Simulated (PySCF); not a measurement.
# Excitation energy of Nb(2+) by level of theory

Nb(2+) [Kr] 4d3 (4F) → Nb(2+) [Kr] 4d2 5s1 (4F), as a difference of total energies. Calculation: PySCF 2.14, in aug-cc-pVTZ-DK (9s8p6d3f2g, 102 functions); scalar relativity by spin-free X2C-1e. Correlated levels: valence: [Kr] frozen. The calculations carry no spin-orbit coupling.

| method | excitation energy (cm⁻¹) |
| --- | --- |
| UHF | 24608 |
| MP2 (valence) | 25159 |
| SCS-MP2 (valence) | 24792 |
| CCSD (valence) | 25146 |
| CCSD(T) (valence) | 25142 |

A first-order spin-orbit estimate (lowest level to lowest level, LS coupling) adds -0.013 eV.
